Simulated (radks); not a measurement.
Results of a calculation; reference values are marked as such.
All-electron atom: Au38+ in [Kr] 4d5 (the NIST ground configuration).

Code: a radial shooting solver on a logarithmic mesh with Libxc functionals. Model: non-relativistic Kohn-Sham, LB94 model potential, spin-polarised, spherical densities, point nucleus; open shells are filled with parallel spins first (spin-orbit coupling, left out, can overturn this in heavy ions); relativity is left out, which matters for an element this heavy.

Energy parts (eV):
| part | energy |
|---|---|
| kinetic | 463162.03 |
| electron-nucleus | -1028848.54 |
| Hartree | 110489.64 |
(The LB94 potential has no energy functional, so no total or exchange-correlation energy is given.)

Orbitals (lengths in bohr, moments of r in powers of bohr; <r^-3> diverges for s and p1/2):
orbital  occ.  eigenvalue (eV)  <r^-3>  <1/r>      <r^2>
1s up       1        -74936.45       -  78.49  0.0004899
1s down     1        -74936.75       -  78.49  0.0004899
2s up       1        -13915.59       -  18.48   0.007613
2s down     1        -13912.91       -  18.48   0.007610
2p up       3        -13449.63   17520  18.53   0.005613
2p down     3        -13448.27   17530  18.53   0.005610
3s up       1        -4505.672       -  7.244    0.04603
3s down     1        -4506.018       -  7.236    0.04605
3p up       3        -4288.973    3907  7.201    0.04227
3p down     3        -4288.274    3894  7.192    0.04231
3d up       5        -3887.340   694.8  7.120    0.03243
3d down     5        -3884.144   693.4  7.114    0.03249
4s up       1        -2038.196       -  3.514     0.1849
4s down     1        -2028.222       -  3.519     0.1848
4p up       3        -1942.322    1191  3.463     0.1834
4p down     3        -1932.578    1198  3.471     0.1832
4d up       5        -1770.669   203.4  3.364     0.1754
4d down     0        -1762.067   205.8  3.377     0.1749

The highest occupied level is 4d up at -1770.7 eV. Summed over all electrons, <r^2> = 3.067 bohr^2, which gives a Langevin (diamagnetic) susceptibility term of -2.43 x 10^-6 cm^3/mol. The spin density at the nucleus is -2.73 e/bohr^3 (1s 0.93, 2s -9.43, 3s 10.78, 4s -5.02). The electron density at the nucleus is 3.543e+05 e/bohr^3. Spin moment in Bohr magnetons: 5. For comparison, the ionisation energy in NIST's Atomic Spectra Database is 1758 eV (theoretical). In exact Kohn-Sham theory the highest level is minus the ionisation energy, but local and semilocal functionals leave it too shallow, through self-interaction and a potential that decays too fast; potentials with the right tail come closer. The density falls to 0.001 e/bohr^3 at r = 1.06 bohr.
